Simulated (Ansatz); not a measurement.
Ansatz (a quantum-chemistry and plane-wave program) input (B3LYP-D3(BJ)/def2-TZVP):

Ansatz 0.2 input:
```yaml
crystal:
  periodic: [false, false, false]
  atoms:
    - {symbol: Cd, position_ang: [-0.26719570, -0.16242977, -0.22077750]}
    - {symbol: C, position_ang: [1.35646363, 0.82460186, 1.12081387]}
    - {symbol: H, position_ang: [1.86111821, 0.00485552, 1.62416967]}
    - {symbol: H, position_ang: [0.81830230, 1.47429464, 1.80514496]}
    - {symbol: H, position_ang: [2.00719141, 1.36986754, 0.44312216]}
basis:
  gaussian:
    orbitals: def2-TZVP
hamiltonian:
  xc: b3lyp
  dispersion: d3bj
magnetization: {spin_polarized: true, initial_magnetization: 1}
phonons: {temperatures: {t_min: 298.15, t_max: 298.15, t_step: 100}}
```

Output:

```
Functional definition: B3LYP
integrals: 0.02 GiB planned
710 factors; their error is unknown
mean field: 0.28 GiB planned
mean field evaluation 1: about -5641.7052 eV, gradient 4.5e1 eV
mean field evaluation 2: about -5612.3379 eV, gradient 7.1e1 eV
mean field evaluation 4: about -5652.1120 eV, gradient 4.4e0 eV
mean field evaluation 8: about -5652.1818 eV, gradient 3.8e-2 eV
mean field evaluation 16: about -5652.2367 eV, gradient 6.3e-5 eV
mean field -5652.23668926 eV, -207.7158671067 hartree, gradient 6.3e-5 eV, S^2 0.758950; 0 other end points of the search recorded, 0 dependent functions left out
the calculation of the forces begins
reference -5652.23689967 eV, -207.7158748389 hartree; 15, 14 occupied and 74, 75 virtual orbitals, 710 factors
these checks for a lower state are left out or cut short: stability, starts, cluster_reference, orbital_swaps, neighbouring_geometries, increment
integrals: 0.02 GiB planned
710 factors; their error is unknown
mean field: 0.28 GiB planned
mean field -5652.23679459 eV, -207.7158709776 hartree, gradient 6.3e-7 eV, S^2 0.758913; 0 other end points of the search recorded, 0 dependent functions left out
the calculation of the forces begins
reference -5652.23700497 eV, -207.7158787088 hartree; 15, 14 occupied and 74, 75 virtual orbitals, 710 factors
these checks for a lower state are left out or cut short: stability, starts, cluster_reference, orbital_swaps, neighbouring_geometries, increment
integrals: 0.02 GiB planned
710 factors; their error is unknown
mean field: 0.28 GiB planned
mean field evaluation 32: about -5652.2366 eV, gradient 6.2e-7 eV
mean field -5652.23656230 eV, -207.7158624410 hartree, gradient 6.4e-7 eV, S^2 0.758988; 0 other end points of the search recorded, 0 dependent functions left out
the calculation of the forces begins
reference -5652.23677273 eV, -207.7158701742 hartree; 15, 14 occupied and 74, 75 virtual orbitals, 710 factors
these checks for a lower state are left out or cut short: stability, starts, cluster_reference, orbital_swaps, neighbouring_geometries, increment
integrals: 0.02 GiB planned
710 factors; their error is unknown
mean field: 0.28 GiB planned
mean field -5652.23672553 eV, -207.7158684395 hartree, gradient 6.3e-7 eV, S^2 0.758938; 0 other end points of the search recorded, 0 dependent functions left out
the calculation of the forces begins
reference -5652.23693593 eV, -207.7158761716 hartree; 15, 14 occupied and 74, 75 virtual orbitals, 710 factors
these checks for a lower state are left out or cut short: stability, starts, cluster_reference, orbital_swaps, neighbouring_geometries, increment
integrals: 0.02 GiB planned
710 factors; their error is unknown
mean field: 0.28 GiB planned
mean field -5652.23664834 eV, -207.7158656029 hartree, gradient 6.4e-7 eV, S^2 0.758963; 0 other end points of the search recorded, 0 dependent functions left out
the calculation of the forces begins
reference -5652.23685875 eV, -207.7158733353 hartree; 15, 14 occupied and 74, 75 virtual orbitals, 710 factors
these checks for a lower state are left out or cut short: stability, starts, cluster_reference, orbital_swaps, neighbouring_geometries, increment
integrals: 0.02 GiB planned
710 factors; their error is unknown
mean field: 0.28 GiB planned
mean field -5652.23649047 eV, -207.7158598011 hartree, gradient 6.4e-7 eV, S^2 0.758998; 0 other end points of the search recorded, 0 dependent functions left out
the calculation of the forces begins
reference -5652.23670086 eV, -207.7158675329 hartree; 15, 14 occupied and 74, 75 virtual orbitals, 710 factors
these checks for a lower state are left out or cut short: stability, starts, cluster_reference, orbital_swaps, neighbouring_geometries, increment
integrals: 0.02 GiB planned
710 factors; their error is unknown
mean field: 0.28 GiB planned
mean field evaluation 64: about -5652.2368 eV, gradient 6.3e-7 eV
mean field -5652.23676047 eV, -207.7158697236 hartree, gradient 6.3e-7 eV, S^2 0.758903; 0 other end points of the search recorded, 0 dependent functions left out
the calculation of the forces begins
reference -5652.23697089 eV, -207.7158774564 hartree; 15, 14 occupied and 74, 75 virtual orbitals, 710 factors
these checks for a lower state are left out or cut short: stability, starts, cluster_reference, orbital_swaps, neighbouring_geometries, increment
integrals: 0.02 GiB planned
710 factors; their error is unknown
mean field: 0.28 GiB planned
mean field -5652.23649250 eV, -207.7158598758 hartree, gradient 6.4e-7 eV, S^2 0.758966; 0 other end points of the search recorded, 0 dependent functions left out
the calculation of the forces begins
reference -5652.23670289 eV, -207.7158676075 hartree; 15, 14 occupied and 74, 75 virtual orbitals, 710 factors
these checks for a lower state are left out or cut short: stability, starts, cluster_reference, orbital_swaps, neighbouring_geometries, increment
integrals: 0.02 GiB planned
710 factors; their error is unknown
mean field: 0.28 GiB planned
mean field -5652.23658319 eV, -207.7158632088 hartree, gradient 6.3e-7 eV, S^2 0.758935; 0 other end points of the search recorded, 0 dependent functions left out
the calculation of the forces begins
reference -5652.23679361 eV, -207.7158709416 hartree; 15, 14 occupied and 74, 75 virtual orbitals, 710 factors
these checks for a lower state are left out or cut short: stability, starts, cluster_reference, orbital_swaps, neighbouring_geometries, increment
integrals: 0.02 GiB planned
710 factors; their error is unknown
mean field: 0.28 GiB planned
mean field -5652.23664936 eV, -207.7158656402 hartree, gradient 6.4e-7 eV, S^2 0.758948; 0 other end points of the search recorded, 0 dependent functions left out
the calculation of the forces begins
reference -5652.23685980 eV, -207.7158733739 hartree; 15, 14 occupied and 74, 75 virtual orbitals, 710 factors
these checks for a lower state are left out or cut short: stability, starts, cluster_reference, orbital_swaps, neighbouring_geometries, increment
integrals: 0.02 GiB planned
710 factors; their error is unknown
mean field: 0.28 GiB planned
mean field -5652.23663386 eV, -207.7158650707 hartree, gradient 6.3e-7 eV, S^2 0.758953; 0 other end points of the search recorded, 0 dependent functions left out
the calculation of the forces begins
reference -5652.23684422 eV, -207.7158728014 hartree; 15, 14 occupied and 74, 75 virtual orbitals, 710 factors
these checks for a lower state are left out or cut short: stability, starts, cluster_reference, orbital_swaps, neighbouring_geometries, increment
integrals: 0.02 GiB planned
710 factors; their error is unknown
mean field: 0.28 GiB planned
mean field evaluation 96: about -5652.1818 eV, gradient 1.3e-4 eV
mean field -5652.23664989 eV, -207.7158656598 hartree, gradient 6.3e-7 eV, S^2 0.758948; 0 other end points of the search recorded, 0 dependent functions left out
the calculation of the forces begins
reference -5652.23686027 eV, -207.7158733913 hartree; 15, 14 occupied and 74, 75 virtual orbitals, 710 factors
these checks for a lower state are left out or cut short: stability, starts, cluster_reference, orbital_swaps, neighbouring_geometries, increment
integrals: 0.02 GiB planned
710 factors; their error is unknown
mean field: 0.28 GiB planned
mean field -5652.23664993 eV, -207.7158656614 hartree, gradient 6.4e-7 eV, S^2 0.758953; 0 other end points of the search recorded, 0 dependent functions left out
the calculation of the forces begins
reference -5652.23686036 eV, -207.7158733944 hartree; 15, 14 occupied and 74, 75 virtual orbitals, 710 factors
these checks for a lower state are left out or cut short: stability, starts, cluster_reference, orbital_swaps, neighbouring_geometries, increment
integrals: 0.02 GiB planned
710 factors; their error is unknown
mean field: 0.28 GiB planned
mean field -5652.23665895 eV, -207.7158659927 hartree, gradient 6.3e-7 eV, S^2 0.758947; 0 other end points of the search recorded, 0 dependent functions left out
the calculation of the forces begins
reference -5652.23686933 eV, -207.7158737242 hartree; 15, 14 occupied and 74, 75 virtual orbitals, 710 factors
these checks for a lower state are left out or cut short: stability, starts, cluster_reference, orbital_swaps, neighbouring_geometries, increment
integrals: 0.02 GiB planned
710 factors; their error is unknown
mean field: 0.28 GiB planned
mean field -5652.23665392 eV, -207.7158658081 hartree, gradient 6.4e-7 eV, S^2 0.758955; 0 other end points of the search recorded, 0 dependent functions left out
the calculation of the forces begins
reference -5652.23686435 eV, -207.7158735410 hartree; 15, 14 occupied and 74, 75 virtual orbitals, 710 factors
these checks for a lower state are left out or cut short: stability, starts, cluster_reference, orbital_swaps, neighbouring_geometries, increment
integrals: 0.02 GiB planned
710 factors; their error is unknown
mean field: 0.28 GiB planned
mean field evaluation 128: about -5652.2366 eV, gradient 6.2e-7 eV
mean field -5652.23664839 eV, -207.7158656046 hartree, gradient 6.3e-7 eV, S^2 0.758950; 0 other end points of the search recorded, 0 dependent functions left out
the calculation of the forces begins
reference -5652.23685882 eV, -207.7158733379 hartree; 15, 14 occupied and 74, 75 virtual orbitals, 710 factors
these checks for a lower state are left out or cut short: stability, starts, cluster_reference, orbital_swaps, neighbouring_geometries, increment
integrals: 0.02 GiB planned
710 factors; their error is unknown
mean field: 0.28 GiB planned
mean field -5652.23663920 eV, -207.7158652670 hartree, gradient 6.3e-7 eV, S^2 0.758951; 0 other end points of the search recorded, 0 dependent functions left out
the calculation of the forces begins
reference -5652.23684958 eV, -207.7158729982 hartree; 15, 14 occupied and 74, 75 virtual orbitals, 710 factors
these checks for a lower state are left out or cut short: stability, starts, cluster_reference, orbital_swaps, neighbouring_geometries, increment
integrals: 0.02 GiB planned
710 factors; their error is unknown
mean field: 0.28 GiB planned
mean field -5652.23664686 eV, -207.7158655485 hartree, gradient 6.3e-7 eV, S^2 0.758949; 0 other end points of the search recorded, 0 dependent functions left out
the calculation of the forces begins
reference -5652.23685729 eV, -207.7158732816 hartree; 15, 14 occupied and 74, 75 virtual orbitals, 710 factors
these checks for a lower state are left out or cut short: stability, starts, cluster_reference, orbital_swaps, neighbouring_geometries, increment
integrals: 0.02 GiB planned
710 factors; their error is unknown
mean field: 0.28 GiB planned
mean field -5652.23663554 eV, -207.7158651326 hartree, gradient 6.3e-7 eV, S^2 0.758952; 0 other end points of the search recorded, 0 dependent functions left out
the calculation of the forces begins
reference -5652.23684593 eV, -207.7158728640 hartree; 15, 14 occupied and 74, 75 virtual orbitals, 710 factors
Total energy: -5652.37263128 eV, -207.7208628839 hartree
Atom 0 at    -0.267196    -0.162430    -0.220777 Å, force    -0.000247    -0.000144    -0.000205 eV/Å
Atom 1 at     1.356464     0.824602     1.120814 Å, force     0.000242     0.000169     0.000199 eV/Å
Atom 2 at     1.861118     0.004856     1.624170 Å, force     0.000102    -0.000293     0.000111 eV/Å
Atom 3 at     0.818302     1.474295     1.805145 Å, force    -0.000231     0.000150     0.000157 eV/Å
Atom 4 at     2.007191     1.369868     0.443122 Å, force     0.000134     0.000118    -0.000262 eV/Å
Dipole moment:     0.018626     0.011319     0.015390 e Å
Vibrations: 277.77 570.71 570.74 994.37 1433.92 1433.94 3058.50 3179.80 3179.81 cm⁻¹, zero-point energy 0.911256 eV
```

The spin state was set by rule; other spins were not relaxed.
